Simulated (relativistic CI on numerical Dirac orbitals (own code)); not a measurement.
## Cubic crystal-field splitting of Ce3+ by operator equivalents

Problem. Ce3+ (4f) sits in a cubic field with the Wybourne parameters B⁴₀ = 960 and B⁶₀ = 730 cm⁻¹. Find the levels of its ground J multiplet, neglecting the mixing with the other J.

Working.
1. One f electron has the ground level ²F5/2 with g_J = 6/7 and the Stevens factor β = 2/315. Rank 6 cannot act within J = 5/2.
2. Stevens form: B₄ = β B⁴₀/8 = 0.7619 cm⁻¹, in H = B₄(O₄⁰ + 5O₄⁴).
3. The eigenvalues of O₄⁰ + 5O₄⁴ for J = 5/2 are −240 (Γ7 doublet) and +120 (Γ8 quartet): E(Γ7) = -182.9, E(Γ8) = 91.4 cm⁻¹.
4. Order and energies above the lowest: Γ7 0.0, Γ8 274.3 cm⁻¹. A Γ7 ground doublet has the isotropic |g| = 1.429.

Check. Diagonalising spin-orbit coupling (free-ion gap 2139 cm⁻¹, from a Dirac-Coulomb-Breit calculation) and field together in all 14 states gives Γ7 0.0, Γ8 236.2 cm⁻¹, with |g| = 1.509. The other multiplet starts at 2239 cm⁻¹; the differences from the hand values come from J mixing and grow with the ratio of the field to that gap.
